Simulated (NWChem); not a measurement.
System: SbH3O2; SMILES [SbH]([OH])[OH]

```xyz
6

Sb    -0.3414     0.0074     0.0269
H     -0.4936    -0.0764    -1.6913
O      0.9512    -1.5098    -0.0413
H      1.1395    -1.8175     0.8537
O      0.9459     1.5184     0.0570
H      1.5888     1.4485    -0.6603
```
Atoms are numbered in this order, from 1.

Computed with NWChem. Structure relaxed at the PBE0/def2-SVP level. def2 effective core potentials on Sb; no spin-orbit coupling. LC-ωPBE (HJS hole) with def2-SVP; x = 1 − exp(−ω/0.25 bohr⁻¹) is a scale chosen for this fit.

| row | x | −ε(HOMO) (eV) |
|---|---|---|
| ω = 0.15 | 0.451 | 8.27 |
| ω = 0.20 | 0.551 | 8.77 |
| ω = 0.25 | 0.632 | withheld |
| ω = 0.40 | 0.798 | 10.05 |
| ω = 0.60 | 0.909 | 10.65 |

Q: Fit a straight line of the last column on the one before it, predict the withheld value, and compare with the run.

A: 
1. Means of the 4 shown rows: x = 0.6773, y = 9.435. Slope Σ(x − x̄)(y − ȳ)/Σ(x − x̄)² = 0.7034/0.1354 = 5.194; intercept 5.917.
2. The shown rows scatter about the line by 0.011 (root mean square); the largest residual is -0.01, at ω = 0.40.
3. At x = 0.632 (ω = 0.25; inside the shown range) the line gives 9.20.
4. The run gives 9.18, -0.02 from the line.
